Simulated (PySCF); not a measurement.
## IOF3, singlet: structure and spectrum

Computed with PBE0/[I def2-SVP with ECP28, O def2-SVP, F def2-SVP], scalar-relativistic core potentials, density fitting, no spin–orbit coupling, PySCF.

The structure is a minimum.

Coordinates in bohr (charge 0 multiplicity 1):
```
I     0.0000   -0.1456    0.3817
O     0.0000   -2.7756   -1.6776
F     3.6469    0.2769    0.3062
F     0.0000    2.7714   -1.7355
F    -3.6469    0.2769    0.3062
```

```
Point group                                                                   : Cs
Bond lengths                                                                  : I–F 1.907 Å, I–F 1.943 Å (×2), I–O 1.768 Å
Bond angles                                                                   : F–I–F 84.0° (×2), F–I–F 166.6°, F–I–O 94.5° (×2), F–I–O 106.0°
Enthalpy at 298.15 K above 0 K                                                : 17.78 kJ/mol
Entropy at 298.15 K and 1 bar                                                 : 331.5 J/(mol K)
Heat capacity Cp at 298.15 K                                                  : 84.2 J/(mol K)
Principal polarisabilities                                                    : 24.6, 35.0, 37.5 bohr³
Rotational constants                                                          : 0.1509, 0.09603, 0.07689 cm⁻¹
Rotational symmetry number                                                    : 1
Highest occupied level                                                        : -10.01 eV
Lowest empty level                                                            : -3.69 eV
Zero-point energy                                                             : 24.2 kJ/mol
Principal quadrupole moments (Buckingham, traceless) about the centre of mass : -7.74, 0.20, 7.54 D Å
Atomisation energy without zero-point energy                                  : 917 kJ/mol
Dipole moment                                                                 : 3.26 D
```

Harmonic modes (masses in u: I 126.904, O 15.995, F 18.998):
| symmetry | ω (cm⁻¹) | IR (km/mol) | type |
| --- | --- | --- | --- |
| a' | 153 | 1.3 | bend |
| a' | 187 | 13.9 | bend |
| a'' | 271 | 1.9 | bend |
| a' | 283 | 37.5 | bend |
| a'' | 319 | 15.3 | bend |
| a' | 592 | 1.8 | stretch |
| a' | 652 | 66.6 | stretch |
| a'' | 654 | 225 | stretch |
| a' | 929 | 34.9 | stretch |

Charges (e):
```tsv
atom	Mulliken	Löwdin	polar tensor	Mayer order to I1
I1	1.72	1.63	2.28	–
O2	-0.50	-0.52	-0.50	1.73
F3,5	-0.43	-0.39	-0.63	0.78
F4	-0.36	-0.33	-0.52	0.81
```

Mulliken populations on I1 (electrons outside its core potential): s 3.86, p 8.82, d 10.60.

Outer orbital energies (eV). occupied: -12.54, -12.20, -12.15, -11.72, -11.63, -10.91, -10.04, -10.01; empty: -3.69, -1.68, -1.30, 6.04.

Counting electrons, iodine keeps 2 of its valence electrons outside its bonds, so the VSEPR class is AX4E1 and the expected shape is see-saw; with unlike ligands the computed point group is Cs.

Only a few start shapes were tried, so a lower isomer may exist.

The final relaxation and frequency run took of the order of 2.3 core-minutes on a shared host.
